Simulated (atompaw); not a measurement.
**Reading a pseudo-wave (praseodymium (Pr))**

Columns: radius, all-electron u(r) and pseudo u(r) of the 5d shell (level -13.50 eV) of praseodymium in the configuration [Kr] 4d10 4f3 5s2 5p6 5d0 6s0 6p0; PBE, scalar-relativistic, PAW (atompaw) scheme, atompaw 4.2.0.5.

```json
{"r (bohr)": "0.115", "all-electron": "0.1627", "pseudo": "0.0004"}
{"r (bohr)": "0.231", "all-electron": "0.1134", "pseudo": "0.0035"}
{"r (bohr)": "0.346", "all-electron": "-0.1079", "pseudo": "0.0116"}
{"r (bohr)": "0.462", "all-electron": "-0.2602", "pseudo": "0.0267"}
{"r (bohr)": "0.577", "all-electron": "-0.2878", "pseudo": "0.0501"}
{"r (bohr)": "0.692", "all-electron": "-0.2235", "pseudo": "0.0825"}
{"r (bohr)": "0.808", "all-electron": "-0.1089", "pseudo": "0.1242"}
{"r (bohr)": "0.923", "all-electron": "0.0221", "pseudo": "0.1737"}
{"r (bohr)": "1.038", "all-electron": "0.1515", "pseudo": "0.2297"}
{"r (bohr)": "1.154", "all-electron": "0.2705", "pseudo": "0.2908"}
{"r (bohr)": "1.269", "all-electron": "0.3727", "pseudo": "0.3535"}
{"r (bohr)": "1.385", "all-electron": "0.4585", "pseudo": "0.4161"}
{"r (bohr)": "1.500", "all-electron": "0.5268", "pseudo": "0.4750"}
{"r (bohr)": "1.615", "all-electron": "0.5795", "pseudo": "0.5283"}
{"r (bohr)": "1.731", "all-electron": "0.6185", "pseudo": "0.5744"}
{"r (bohr)": "1.846", "all-electron": "0.6450", "pseudo": "0.6111"}
{"r (bohr)": "1.962", "all-electron": "0.6612", "pseudo": "0.6382"}
{"r (bohr)": "2.077", "all-electron": "0.6684", "pseudo": "0.6550"}
{"r (bohr)": "2.192", "all-electron": "0.6684", "pseudo": "0.6623"}
{"r (bohr)": "2.308", "all-electron": "0.6624", "pseudo": "0.6611"}
{"r (bohr)": "2.423", "all-electron": "0.6516", "pseudo": "0.6528"}
{"r (bohr)": "2.538", "all-electron": "0.6371", "pseudo": "0.6389"}
{"r (bohr)": "2.654", "all-electron": "0.6196", "pseudo": "0.6209"}
{"r (bohr)": "2.769", "all-electron": "0.6000", "pseudo": "0.6006"}
{"r (bohr)": "2.885", "all-electron": "0.5786", "pseudo": "0.5787"}
{"r (bohr)": "3.000", "all-electron": "0.5562", "pseudo": "0.5562"}
```

(1) How many radial nodes do the two functions have?

(2) Where does each function peak?

(3) Is the pseudo-wave norm-conserving?

## Answers

(1) The all-electron 5d function has n − l − 1 = 2; the pseudo-wave has 0, since the states of the same l below it are removed with the core.

(2) Outermost all-electron maximum near 2.08 bohr, pseudo maximum near 2.19 bohr (to the table’s step).

(3) No, it belongs to a PAW set: the norm inside the radius is not constrained, and the difference is carried by the augmentation charge.
